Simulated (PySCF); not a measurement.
Compound: C4H7NSi.
Numbering: `[CH:1]#[C:2][Si@@H:3]([CH3:4])[N:5]=[CH2:6]` (hydrogens: H7 on C1; H8 on Si3; H9, H10, H11 on C4; H12, H13 on C6)

Level: wB97X-D/def2-SVPD in PySCF, non-relativistic, on one gas-phase PBE0-D3(BJ)/def2-SVP geometry that isn't relaxed in the solvent. The solvent is an IEF-PCM continuum (cavity from Bondi-type radii × 1.2), and excitations are vertical TDDFT with non-equilibrium linear response and a frozen core. The model holds no explicit solvent molecules, cavitation or dispersion.

Gas-phase singlets (H = HOMO, L = LUMO):

| state | E (eV) | λ (nm) | f | leading configuration |
| --- | --- | --- | --- | --- |
| S1 | 4.141 | 299 | 0.000 | H→L 93% |
| S2 | 5.982 | 207 | 0.001 | H-1→L+2 43% |
| S3 | 6.267 | 198 | 0.005 | H-1→L+1 38% |
| S4 | 6.309 | 197 | 0.001 | H-2→L+1 65% |
| S5 | 6.696 | 185 | 0.032 | H→L+2 79% |

What are the lowest 5 singlets in tetrahydrofuran (ε = 7.426)?

```
state  E (eV)  λ (nm)      f  leading configuration  change by rank (eV)
   S1   4.243     292  0.000                H→L 91%               +0.102
   S2   6.049     205  0.002            H-1→L+2 41%               +0.067
   S3   6.326     196  0.009            H-1→L+1 38%               +0.059
   S4   6.373     195  0.001            H-2→L+1 67%               +0.064
   S5   6.718     185  0.044              H→L+2 77%               +0.022
```

What are the lowest 5 singlets in methanol (ε = 32.61)?

```
state  E (eV)  λ (nm)      f  leading configuration  change by rank (eV)
   S1   4.271     290  0.000                H→L 91%               +0.130
   S2   6.063     204  0.002            H-1→L+2 40%               +0.081
   S3   6.344     195  0.008            H-1→L+1 38%               +0.077
   S4   6.392     194  0.001            H-2→L+1 66%               +0.083
   S5   6.733     184  0.040              H→L+2 77%               +0.037
```

The ground-state energy changes by -0.238 eV from gas to methanol. By how much does the total energy of gas-phase S1 change?

E(S1) = E(S0) + excitation energy, so it changes by -0.238 + 0.130 = -0.108 eV: it is lowered less than the ground state, which is what a blue shift means. This is the vertical state, with the slow part of the continuum still set for S0.

How do the frontier levels move from gas to methanol?

```tsv
orbital	gas (eV)	solvent (eV)	change (eV)	Löwdin shares, gas	Löwdin shares, solvent
LUMO+2	1.90	1.84	-0.06	C1 23 %, C2 23 %, Si3 17 %, N5 9 %	C1 24 %, C2 24 %, Si3 15 %, N5 10 %
LUMO+1	1.85	1.76	-0.09	C1 28 %, C2 26 %, Si3 18 %, H8 7 %	C1 31 %, C2 28 %, Si3 17 %, H8 6 %
LUMO	0.87	0.88	+0.01	C6 38 %, N5 30 %, Si3 6 %, H13 6 %	C6 38 %, N5 29 %, Si3 7 %, C1 6 %
HOMO	-9.03	-9.14	-0.11	N5 57 %, C6 16 %, Si3 9 %, H12 6 %	N5 56 %, C6 16 %, Si3 9 %, H12 7 %
HOMO-1	-9.97	-10.12	-0.15	C1 37 %, C2 37 %, C4 8 %, Si3 8 %	C1 34 %, C2 34 %, C4 10 %, Si3 9 %
HOMO-2	-10.17	-10.39	-0.22	C2 44 %, C1 43 %	C2 44 %, C1 42 %
HOMO-3	-11.14	-11.17	-0.03	C4 23 %, N5 20 %, C6 16 %, Si3 14 %	C4 22 %, N5 19 %, C6 14 %, Si3 13 %
```

The HOMO–LUMO gap goes from 9.90 to 10.02 eV.

The values belong to the conformer `[CH:1]#[C:2][Si@@H:3]([CH3:4])[N:5]=[CH2:6]`: C2–Si3–N5–C6 118°.

Note: wB97X-D ran without an empirical dispersion term, which enters the total energy and its gradient alone.
